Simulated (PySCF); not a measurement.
C₅H₉OS (charge -1).
Z-matrix (Å and degrees, GFN2-xTB geometry), rows numbered from 1:
```
C 
C   1  1.3428
S   2  1.7062  1  123.98
O   2  1.4012  1  115.21  3   179.27
C   4  1.4059  2  118.19  1   173.70
C   5  1.5284  4  108.72  2   137.44
C   5  1.5324  4  110.24  2  -100.50
H   1  1.0744  2  120.58  3    -0.58
H   1  1.0789  2  121.09  3  -179.86
H   5  1.1042  4  108.12  2    18.17
H   6  1.0886  5  110.16  4  -179.26
H   6  1.0893  5  110.03  4    60.27
H   6  1.0876  5  109.77  4   -59.10
H   7  1.0888  5  110.43  4  -179.79
H   7  1.0874  5  109.12  4    60.43
H   7  1.0895  5  110.16  4   -58.94
```

Computed geometry: GFN2-xTB, gas phase.

Masses are those of the commonest isotopes; rigid-rotor values at the optimised geometry. The values belong to one conformer with, in the numbering `[CH2:1]=[C:2]([S-:3])[O:4][CH:5]([CH3:6])[CH3:7]`, C1–C2–O4–C5 174°, C2–O4–C5–C6 137°.

(1) Give the principal moments of inertia and the rotational constants in MHz.

(2) Classify the top.

(3) Is it planar, by Δ = Ic − Ia − Ib?

(4) Give the other two planar moments, Paa and Pbb, and the rms extents of the mass along the axes.

(5) Give the coordinates in the principal-axis frame, origin at the centre of mass.

(6) Where do the levels up to J = 4 lie, in MHz?

(7) Estimate the classical rotational partition function at 50 K, 100 K and 500 K.

Answers

(1) Ia = 150.76, Ib = 357.72, Ic = 405.54 u·Å²; 505379 MHz·u·Å²/I gives A = 3352, B = 1413, C = 1246 MHz.

(2) An asymmetric top. Ray's parameter κ = (2B − A − C)/(A − C) = -0.842; −1 is the prolate and +1 the oblate limit.

(3) Not planar: Δ = Ic − Ia − Ib = -102.94 u·Å². For a rigid frame Δ = −2 Σ m c², so Σ m c² = 51.47 u·Å² lies off the ab plane: 15.04 from hydrogen and 36.43 from heavier atoms. The atom farthest from that plane is 2.05 Å away.

(4) Paa = Σ m a² = (Ib + Ic − Ia)/2 = 306.25 and Pbb = Σ m b² = (Ia + Ic − Ib)/2 = 99.29 u·Å². With the mass M = 117.04 u, the rms extents √(P/M) along a, b and c are 1.62, 0.92, 0.66 Å.

(5) The sense of each axis is arbitrary; atoms in the order of the calculation.
```json
{"atom": "C1", "mass (u)": "12.000", "a (Å)": "1.849", "b (Å)": "1.545", "c (Å)": "-0.228"}
{"atom": "C2", "mass (u)": "12.000", "a (Å)": "1.009", "b (Å)": "0.516", "c (Å)": "-0.029"}
{"atom": "S3", "mass (u)": "31.972", "a (Å)": "1.515", "b (Å)": "-1.098", "c (Å)": "0.194"}
{"atom": "O4", "mass (u)": "15.995", "a (Å)": "-0.350", "b (Å)": "0.853", "c (Å)": "0.003"}
{"atom": "C5", "mass (u)": "12.000", "a (Å)": "-1.291", "b (Å)": "-0.189", "c (Å)": "0.073"}
{"atom": "C6", "mass (u)": "12.000", "a (Å)": "-2.379", "b (Å)": "0.198", "c (Å)": "1.075"}
{"atom": "C7", "mass (u)": "12.000", "a (Å)": "-1.887", "b (Å)": "-0.460", "c (Å)": "-1.312"}
{"atom": "H8", "mass (u)": "1.008", "a (Å)": "2.912", "b (Å)": "1.387", "c (Å)": "-0.248"}
{"atom": "H9", "mass (u)": "1.008", "a (Å)": "1.478", "b (Å)": "2.549", "c (Å)": "-0.362"}
{"atom": "H10", "mass (u)": "1.008", "a (Å)": "-0.770", "b (Å)": "-1.100", "c (Å)": "0.418"}
{"atom": "H11", "mass (u)": "1.008", "a (Å)": "-3.114", "b (Å)": "-0.600", "c (Å)": "1.157"}
{"atom": "H12", "mass (u)": "1.008", "a (Å)": "-2.876", "b (Å)": "1.112", "c (Å)": "0.752"}
{"atom": "H13", "mass (u)": "1.008", "a (Å)": "-1.934", "b (Å)": "0.374", "c (Å)": "2.052"}
{"atom": "H14", "mass (u)": "1.008", "a (Å)": "-2.619", "b (Å)": "-1.264", "c (Å)": "-1.261"}
{"atom": "H15", "mass (u)": "1.008", "a (Å)": "-1.090", "b (Å)": "-0.750", "c (Å)": "-1.993"}
{"atom": "H16", "mass (u)": "1.008", "a (Å)": "-2.366", "b (Å)": "0.440", "c (Å)": "-1.697"}
```

(6) Above 0(0,0):
J = 1: 1(0,1) 2659, 1(1,1) 4598, 1(1,0) 4765
J = 2: 2(0,2) 7967, 2(1,2) 9750, 2(1,1) 10249, 2(2,1) 16067, 2(2,0) 16078
J = 3: 3(0,3) 15903, 3(1,3) 17470, 3(1,2) 18469, 3(2,2) 24044, 3(2,1) 24095, 3(3,1) 34164, 3(3,0) 34164
J = 4: 4(0,4) 26438, 4(1,4) 27754, 4(1,3) 29417, 4(2,3) 34672, 4(2,2) 34824, 4(3,2) 44819, 4(3,1) 44822, 4(4,1) 58960, 4(4,0) 58960
Those of J = 1 are B + C, A + C and A + B.

(7) Point group C1, symmetry number σ = 1; q = (√π/σ)·√((kT/h)³/(ABC)), k/h = 20836.6 MHz/K: 24500 at 50 K, 69400 at 100 K, 776000 at 500 K.

No GFN2-xTB frequencies stand behind this structure, so it isn't proved a minimum. Zero-point vibration and centrifugal distortion are left out.
